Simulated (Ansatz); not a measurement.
CH10Si3 can be A, `C[SiH]([SiH3])[SiH3]`, or B, `[SiH3]C([SiH3])[SiH3]`.

Isolated molecules relaxed with PBE0-D4/def2-TZVP in Ansatz; ΔE leaves out vibrations. CCSD(T)/CBS is the MP2 limit (def2-TZVPP, def2-QZVPP) plus CCSD(T) − MP2 in def2-TZVPP, frozen cores. Functionals use def2-TZVPP. B3LYP here is the variant with VWN-RPA as its local correlation; programs differ in this.

Q: Which isomer does CCSD(T)/CBS put lower? Give the gap. (An estimate is asked.)

A: The calculation gave: B, by 8.7 kJ/mol.

Q: Give E(B) − E(A) in kJ/mol with r2SCAN-D4, PBE0-D4, B3LYP-D4, CCSD(T)/def2-TZVPP, BLYP-D4, LDA (SPW92), B3LYP. (Estimate.)

A: Ansatz gave: r2SCAN-D4 4.2, PBE0-D4 11.0, B3LYP-D4 -0.1, CCSD(T)/def2-TZVPP -8.5, BLYP-D4 4.5, LDA (SPW92) 11.2, B3LYP 6.6. The order is the other way round with r2SCAN-D4, PBE0-D4, BLYP-D4, LDA (SPW92), B3LYP.

Q: Does the order hold for the free energy at 298.15 K (harmonic terms from PBE0-D4)? (Best estimate.)

A: The calculation gave: Yes: G(B) − G(A) = -11.5 kJ/mol.

Largest T1 diagnostic: 0.012.

From r2SCAN to r2SCAN0 (25 % exact exchange), in def2-TZVPP and without D4, E(B) − E(A) moves by −4.3 kJ/mol. Leaving LDA and LC-ωPBE aside and taking each functional with its dispersion term where it has one, the values, not all of them listed here, spread over 34.0 kJ/mol, from ωB97M-V to PBE-D4. LDA lies −11.7 kJ/mol from PBE without D4.
